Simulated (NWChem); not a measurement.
**Tetragonal strain in Si (diamond structure): splitting of valleys and valence bands**

Program: NWChem. Level: PBE, default library pseudopotentials (valence charges Si 4), cutoff 15 Ha, shifted 4×4×4 mesh, two-atom cell, no spin-orbit coupling. The cubic cell (a = 5.447 Å, near this level's equilibrium) is stretched by 1 + δ along x and y and by (1 + δ)^−2 along z, at constant volume; symmetry keeps the atoms on their sites. The table gives the lowest empty level on the line to X along z less that along x, and the single valence level at Γ less the pair from which it splits.

| δ | ε_zz − ε_xx | valley splitting (eV) | valence splitting (eV) |
|---|---|---|---|
| -0.020 | 0.0612 | 0.531 | -0.458 |
| -0.010 | 0.0303 | 0.266 | -0.220 |
| -0.005 | 0.0151 | 0.133 | -0.107 |
| 0.005 | -0.0149 | ? | ? |
| 0.010 | -0.0297 | -0.266 | 0.202 |

**Question.** The valley splitting goes as Ξᵤ(ε_zz − ε_xx) and, without spin-orbit coupling, the valence splitting as 3b(ε_zz − ε_xx). Fit both through zero and predict the withheld row.

**Answer.** Ξᵤ ≈ 8.7 eV and 3b ≈ -7.3 eV, so b ≈ -2.4 eV; the rows leave the lines by up to 0.015 eV. Predicted against computed: valley -0.130 against -0.133 eV, valence 0.109 against 0.103 eV.
